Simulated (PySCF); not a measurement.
SMILES BC[SiH2]c1cccs1 (C5H9BSSi), singlet (GFN2-xTB optimised geometry):

```
17

B     -2.674    -2.804    -1.399
C     -1.707    -1.602    -1.453
Si    -0.509    -1.793     0.030
C      0.668    -0.329     0.000
C      2.032    -0.329     0.000
C      2.607     0.960     0.000
C      1.669     1.941     0.003
S      0.075     1.303     0.004
H     -2.398    -3.808    -1.934
H     -3.666    -2.738    -0.781
H     -1.089    -1.564    -2.350
H     -2.188    -0.631    -1.335
H      0.315    -3.003    -0.070
H     -1.236    -1.788     1.307
H      2.609    -1.237    -0.001
H      3.666     1.145    -0.003
H      1.812     3.003     0.003
```

Level of theory: PBE/def2-SVP run with PySCF.

What are the frontier orbital energies and the dipole moment?

HOMO-2 -7.57 eV, HOMO-1 -6.31 eV, HOMO -5.93 eV, LUMO -2.24 eV, LUMO+1 -1.48 eV; dipole moment 1.67 D.

Meta-Löwdin charges at PBE/def2-SVP: B1 -0.02, C2 -0.48, Si3 0.60, C4 -0.33, C5 -0.12, C6 -0.14, C7 -0.23, S8 0.26, H9 0.01, H10 0.01, H11 0.13, H12 0.13, H13 -0.09, H14 -0.09, H15 0.12, H16 0.12, H17 0.13.
